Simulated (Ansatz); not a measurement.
`[SiH3]NC[SiH2]Cl`. The species carries charge 0 and has multiplicity 1.

Cartesian coordinates in Å:
```
Si 0.466 -1.211 1.771
N -0.200 0.016 0.765
C -0.505 -0.183 -0.645
Si 0.038 1.375 -1.535
Cl -0.543 1.347 -3.514
H 1.704 -1.724 1.127
H 0.768 -0.588 3.085
H -0.432 -2.384 1.992
H -0.738 0.750 1.199
H 0.086 -1.021 -1.030
H -1.556 -0.435 -0.839
H -0.599 2.550 -0.889
H 1.512 1.509 -1.487
```

Q: List the harmonic frequencies (cm⁻¹, unscaled) at PBE0-D4/def2-TZVP in Ansatz. (An estimate is asked.)

A: Ansatz gave: 36, 63, 96, 143, 207, 242, 399, 485, 542, 673, 677, 700, 747, 797, 851, 884, 918, 949, 959, 985, 1131, 1184, 1261, 1412, 1459, 2181, 2222, 2229, 2238, 2254, 3018, 3082, 3623.

Q: Is this a minimum?

A: Yes, all 33 modes are real.

Q: Give the ideal-gas thermochemistry at 298.15 K and 1 bar (rigid rotor, harmonic oscillator; point group C1, symmetry number 1).

A: Zero-point energy 231.2 kJ/mol; H(298) − E = 256.2 kJ/mol; entropy 390.9 J/(mol·K), of which translation 169.1, rotation 118.9, vibration 102.9; G(298) − E = 139.6 kJ/mol. Modes under 100 cm⁻¹ are hindered rotations or soft bends, so the harmonic entropy is rough.
